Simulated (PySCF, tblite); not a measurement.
Species: C₇H₄O₂.
Bonds: C1–C2 (triple), C2–C3, C3–C4, C4–O5 (double), C4–C6, C6–C7 (double), C7–C8, C8–O9 (double), C3–C8. Hydrogens: H10 on C1; H11 on C3; H12 on C6; H13 on C7.

Computed with GFN2-xTB (tblite), gas phase: Langevin dynamics at 300 K from the optimised GFN2-xTB geometry, time step 0.5 fs, friction 0.01 fs⁻¹, 2000 steps. Over the second half of the run the saved frames average 253 K.

Frame at 250 fs, instantaneous temperature 298 K:
```
atom  x, y, z in Å
C1      2.444   -0.137   -0.299
C2      1.323    0.311   -0.307
C3     -0.108    0.774   -0.324
C4     -0.923   -0.417   -1.037
O5     -0.838   -0.701   -2.211
C6     -1.670   -1.087   -0.027
C7     -1.381   -0.615    1.139
C8     -0.656    0.700    1.079
O9     -0.629    1.560    1.890
H10     3.447   -0.379   -0.210
H11    -0.193    1.750   -0.707
H12    -2.345   -1.944   -0.265
H13    -1.631   -0.967    2.134
```

Frame at 425 fs, instantaneous temperature 290 K:
```
atom  x, y, z in Å
C1      2.278    0.036    0.143
C2      1.097   -0.010    0.037
C3     -0.301    0.207   -0.077
C4     -1.125   -0.842   -0.879
O5     -1.280   -1.061   -2.055
C6     -1.915   -1.551    0.101
C7     -1.923   -0.944    1.332
C8     -1.045    0.192    1.308
O9     -0.961    1.119    2.111
H10     3.308   -0.146    0.314
H11    -0.380    1.131   -0.657
H12    -2.243   -2.538   -0.225
H13    -2.485   -1.202    2.237
```

Frame at 625 fs, instantaneous temperature 258 K:
```
atom  x, y, z in Å
C1      1.955   -1.014    0.349
C2      0.909   -0.438    0.235
C3     -0.480    0.088    0.179
C4     -1.368   -0.553   -0.963
O5     -1.197   -0.513   -2.159
C6     -2.612   -1.068   -0.296
C7     -2.475   -0.989    1.055
C8     -1.244   -0.297    1.456
O9     -0.830   -0.054    2.567
H10     2.932   -1.336    0.145
H11    -0.441    1.169    0.030
H12    -3.359   -1.652   -0.850
H13    -3.095   -1.443    1.802
```

Frame at 800 fs, instantaneous temperature 264 K:
```
atom  x, y, z in Å
C1      1.629   -1.425    0.060
C2      0.590   -0.892    0.300
C3     -0.506   -0.024    0.095
C4     -1.341   -0.324   -1.129
O5     -0.977   -0.448   -2.261
C6     -2.721   -0.539   -0.638
C7     -2.769   -0.337    0.679
C8     -1.467   -0.054    1.286
O9     -1.281    0.157    2.436
H10     2.539   -1.960    0.228
H11    -0.072    1.013    0.027
H12    -3.512   -0.750   -1.259
H13    -3.592   -0.309    1.344
```

Frame at 1000 fs, instantaneous temperature 223 K:
```
atom  x, y, z in Å
C1      1.561   -1.784    0.431
C2      0.530   -1.200    0.283
C3     -0.603   -0.307    0.112
C4     -1.682   -0.632   -0.969
O5     -1.533   -0.964   -2.119
C6     -3.022   -0.477   -0.270
C7     -2.845   -0.291    1.052
C8     -1.389   -0.118    1.404
O9     -0.914    0.199    2.494
H10     2.498   -2.260    0.723
H11    -0.075    0.596   -0.191
H12    -3.981   -0.556   -0.866
H13    -3.604   -0.099    1.801
```

Q: What do single points at PBE0/pcSseg-1 (PySCF, gas phase) give on these frames?

A: 
```
t (fs)  GFN2-xTB E above start (eV)  DFT E above lowest frame (eV)  HOMO (eV)  LUMO (eV)  dipole (D)
   250                         0.46                           0.25      -7.43      -2.90        2.23
   425                         0.54                           0.30      -7.50      -3.34        2.34
   625                         0.30                           0.02      -7.56      -3.24        2.27
   800                         0.37                           0.21      -7.56      -3.03        1.75
  1000                         0.35                           0.00      -7.60      -3.09        1.98
```

The two levels order the frames alike by energy but for pairs within 0.08 eV at one level; measured from each level's lowest frame they differ by 0.14 eV at most. The HOMO–LUMO gap runs from 4.16 to 4.53 eV. These are instantaneous structures, not minima.

Q: And the isotropic GIAO shieldings (ppm) from the same runs?

A: 
```tsv
atom	250 fs	425 fs	625 fs	800 fs	1000 fs	mean	range
C1	106.7	106.3	107.6	97.9	104.1	104.5	9.7
C2	101.0	107.9	99.8	104.6	107.3	104.1	8.1
C3	138.4	137.5	137.4	143.7	142.9	140.0	6.3
C4	-17.4	-20.8	-19.4	-14.7	-18.8	-18.2	6.1
O5	-369.3	-359.1	-374.0	-347.7	-355.1	-361.0	26.3
C6	47.6	18.8	23.2	33.3	23.4	29.3	28.8
C7	28.3	35.7	28.8	29.5	28.5	30.2	7.4
C8	-10.9	-23.2	-19.5	-13.7	-24.9	-18.4	14.0
O9	-303.0	-418.8	-389.8	-324.6	-392.8	-365.8	115.8
H10	30.4	29.7	29.9	29.3	28.6	29.6	1.8
H11	29.3	27.7	28.2	27.3	27.6	28.0	2.0
H12	24.3	23.9	23.7	25.1	23.3	24.1	1.8
H13	24.6	24.0	24.3	25.0	24.1	24.4	1.0
```

What follows is the cost of the whole dynamics run. The run took 8.5 s wall on one thread, Arm Neoverse V2 (aarch64), on a shared host, and the process peaked at 0.19 GiB of memory.
